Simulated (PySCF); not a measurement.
Species: C6H6N2.
SMILES with atom numbers: `[CH2:1]=[CH:2]/[CH:3]=[N:4]\[C:5](=[CH2:6])[C:7]#[N:8]` (hydrogens: H9, H10 on C1; H11 on C2; H12 on C3; H13, H14 on C6)

Cartesian coordinates in Å at the PBE0-D3(BJ)/def2-SVP level; atoms count from 1:
```
atom  x, y, z in Å
C1    -2.4468    1.2999   -0.2524
C2    -1.1582    0.9343   -0.2000
C3    -0.5700    0.1484   -1.2803
N4     0.6135   -0.3128   -1.4277
C5     1.6932   -0.0770   -0.5857
C6     2.6873   -0.9834   -0.4950
C7     1.8273    1.1628    0.1465
N8     1.9356    2.1660    0.7179
H9    -2.9115    1.8783    0.5495
H10   -3.0779    1.0303   -1.1059
H11   -0.5458    1.2167    0.6591
H12   -1.2762   -0.1164   -2.0848
H13    2.6208   -1.9018   -1.0813
H14    3.5422   -0.8218    0.1621
```

Computed with PySCF at PBE0/def2-SVPD, non-relativistic, on one gas-phase PBE0-D3(BJ)/def2-SVP geometry that isn't relaxed in the solvent. The solvent is an IEF-PCM continuum (cavity from Bondi-type radii × 1.2), and excitations are vertical TDDFT with non-equilibrium linear response and a frozen core. The model holds no explicit solvent molecules, cavitation or dispersion.

Gas-phase singlets (H = HOMO, L = LUMO):

```json
{"state": "S1", "E (eV)": "3.813", "λ (nm)": "325", "f": "0.064", "leading configuration": "H→L 62%"}
{"state": "S2", "E (eV)": "4.936", "λ (nm)": "251", "f": "0.387", "leading configuration": "H-1→L 56%"}
{"state": "S3", "E (eV)": "5.212", "λ (nm)": "238", "f": "0.176", "leading configuration": "H→L+1 68%"}
{"state": "S4", "E (eV)": "5.588", "λ (nm)": "222", "f": "0.007", "leading configuration": "H-1→L+1 56%"}
{"state": "S5", "E (eV)": "6.105", "λ (nm)": "203", "f": "0.068", "leading configuration": "H-2→L 28%"}
```

How does the list change in tetrahydrofuran (ε = 7.426)?

```tsv
state	E (eV)	λ (nm)	f	leading configuration	change by rank (eV)
S1	3.908	317	0.117	H→L 64%	+0.095
S2	4.850	256	0.596	H-1→L 64%	-0.086
S3	5.139	241	0.032	H→L+1 79%	-0.073
S4	5.608	221	0.035	H-1→L+1 60%	+0.020
S5	6.037	205	0.093	H-2→L 45%	-0.068
```

Give the list for acetone (ε = 20.49), n² = 1.85.

```csv
state,E (eV),λ (nm),f,leading configuration,change by rank (eV)
S1,3.932,315,0.114,H→L 63%,+0.119
S2,4.864,255,0.583,H-1→L 63%,-0.072
S3,5.139,241,0.026,H→L+1 79%,-0.073
S4,5.613,221,0.043,H-1→L+1 61%,+0.025
S5,6.045,205,0.090,H-2→L 45%,-0.060
```

The ground-state energy changes by -0.293 eV from gas to acetone. By how much does the total energy of gas-phase S1 change?

E(S1) = E(S0) + excitation energy, so it changes by -0.293 + 0.119 = -0.174 eV: it is lowered less than the ground state, which is what a blue shift means. This is the vertical state, with the slow part of the continuum still set for S0.

How do the frontier levels move from gas to acetone?

```tsv
orbital	gas (eV)	solvent (eV)	change (eV)	Löwdin shares, gas	Löwdin shares, solvent
LUMO+2	0.45	0.29	-0.16	N8 33 %, C7 28 %, C6 6 %, C5 6 %	N8 39 %, C7 34 %, C5 6 %, N4 5 %
LUMO+1	-1.12	-1.10	+0.02	C6 16 %, N8 15 %, C5 15 %, C7 12 %	N8 16 %, C7 14 %, C6 14 %, C5 13 %
LUMO	-2.40	-2.23	+0.17	C1 18 %, C6 18 %, C3 17 %, N4 15 %	C6 20 %, C3 17 %, C1 17 %, N4 13 %
HOMO	-7.29	-7.21	+0.08	N4 26 %, C6 22 %, C5 15 %, C3 9 %	N4 25 %, C6 21 %, C5 14 %, C1 9 %
HOMO-1	-8.13	-8.05	+0.08	N4 42 %, C2 13 %, C1 12 %, C3 12 %	N4 42 %, C2 15 %, C1 12 %, C3 12 %
HOMO-2	-8.95	-8.91	+0.04	N8 18 %, C2 18 %, C1 14 %, C7 12 %	C2 18 %, N8 15 %, C1 13 %, C5 12 %
HOMO-3	-9.95	-10.18	-0.23	N8 47 %, C7 36 %, C5 4 %	N8 44 %, C7 34 %, C5 5 %, C6 4 %
```

The HOMO–LUMO gap goes from 4.89 to 4.98 eV.

The run took 28 s on one thread, Arm Neoverse V1, no GPU, on a shared host. This is the whole response run at PBE0/def2-SVPD in acetone, SCF included.
